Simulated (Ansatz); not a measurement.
C$_{2}$H$_{6}$BF (`BC(C)F`). Total charge 0; spin multiplicity 1. The geometry is a stationary point of PBE0-D4/def2-TZVP.

```xyz
10

B     0.092   -0.870    1.160
C     0.434    0.314    0.213
C    -0.420    0.361   -1.046
F     0.363    1.560    0.842
H    -0.224   -0.694    2.297
H     0.166   -1.979    0.716
H     1.487    0.183   -0.093
H    -0.120    1.206   -1.668
H    -1.478    0.478   -0.799
H    -0.299   -0.559   -1.622
```

Problem. What is the dipole moment at B3LYP/def2-TZVPP? (Best estimate.)

Solution. The calculation gave: 1.83 D, with components (0.08, -1.33, -1.25) D in this frame, pointing from negative to positive charge.

Problem. And with PBE, r2SCAN, ωB97M-V? (Best estimate.)

Solution. Computed: PBE 1.72 D, r2SCAN 1.79 D, ωB97M-V 1.82 D.

Problem. Give the Mulliken charges with B3LYP, ωB97M-V, r2SCAN in def2-TZVPP. (Estimate.)

Solution. Ansatz gave: 
| atom | B3LYP | ωB97M-V | r2SCAN |
| --- | --- | --- | --- |
| B1 | -0.12 | -0.20 | -0.03 |
| C2 | 0.21 | 0.16 | 0.22 |
| C3 | -0.26 | -0.32 | -0.15 |
| F4 | -0.26 | -0.25 | -0.26 |
| H5 | 0.06 | 0.09 | 0.02 |
| H6 | 0.04 | 0.08 | 0.01 |
| H7 | 0.06 | 0.08 | 0.02 |
| H8 | 0.10 | 0.12 | 0.06 |
| H9 | 0.09 | 0.11 | 0.06 |
| H10 | 0.09 | 0.11 | 0.05 |

B3LYP here is the variant with VWN-RPA as its local correlation; programs differ in this.
